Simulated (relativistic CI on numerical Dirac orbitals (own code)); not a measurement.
## Hyperfine structure of Hg¹⁸⁺, mass number 199

Method of calculation: Dirac-Coulomb-Breit CI, orbitals from a KLI potential per configuration, a model potential for QED, unscaled Slater integrals (own radial code, finite nucleus).

Configurations in the expansion (outside the closed core [Kr] 4d10): 4f14 5s2, 4f14 5s 5p, 4f13 5s2 5p, 4f14 5s 5d, 4f14 5s 5f, 4f13 5s2 5d, 4f14 5p 5d, 4f14 5s 5g, 4f14 5p2, 4f13 5p3, 4f13 5p2 5d, 4f14 5d2, 4f13 5p 5d2, 4f13 5d3, 4f14 5f2, 4f13 5p 5f2, 4f13 5d 5f2. Double excitations out of closed p, d and f shells are left out; levels of such configurations are missing from the list, as are those of other unlisted configurations, and high levels can miss mixing partners.

Nuclear spin I = 1/2, μ = 0.5039 μN (tables of Stone and Pyykkö). The electronic factors are computed for point nuclear moments, without core polarisation or the Bohr-Weisskopf and QED corrections.

```json
{"Level": "4f14 5s 5p 3P°_1", "E (cm⁻¹)": "330946", "A (GHz)": "306.6"}
{"Level": "4f13 5s2 5p 3D_3", "E (cm⁻¹)": "441740", "A (GHz)": "-16.34"}
{"Level": "4f13 5s2 5p 3G_3", "E (cm⁻¹)": "475668", "A (GHz)": "29.14"}
{"Level": "4f14 5s 5p 3P°_2", "E (cm⁻¹)": "514700", "A (GHz)": "134.8"}
{"Level": "4f14 5s 5p 1P°_1", "E (cm⁻¹)": "584764", "A (GHz)": "-90.17"}
{"Level": "4f13 5s2 5p 3G_5", "E (cm⁻¹)": "648397", "A (GHz)": "6.139"}
{"Level": "4f13 5s2 5p 3D_2", "E (cm⁻¹)": "651835", "A (GHz)": "-3.288"}
{"Level": "4f13 5s2 5p 3F_4", "E (cm⁻¹)": "667237", "A (GHz)": "4.862"}
```

Levels with J = 0, under 50 % of one LS term, or S terms without an open s electron are left out. Small factors come from cancelling terms and can be off by tens of per cent or more.

At this charge transitions that keep the count of f electrons are usually good to a few per cent. Levels that differ in their count of f electrons can be misplaced by several ten thousand cm⁻¹, since the correlation energy of f electrons is missing or only estimated; rates across such gaps can be off by orders of magnitude.

Give the hyperfine levels of 4f14 5s 5p 3P°_1 relative to its centre of gravity.

With K = F(F + 1) − I(I + 1) − J(J + 1), E = AK/2: F = 1/2: -306.6, F = 3/2: 153.3 GHz.

LS names give the leading component of a level, which can be under half, so a name can repeat, a term be missing and a line seem to break the LS rules.
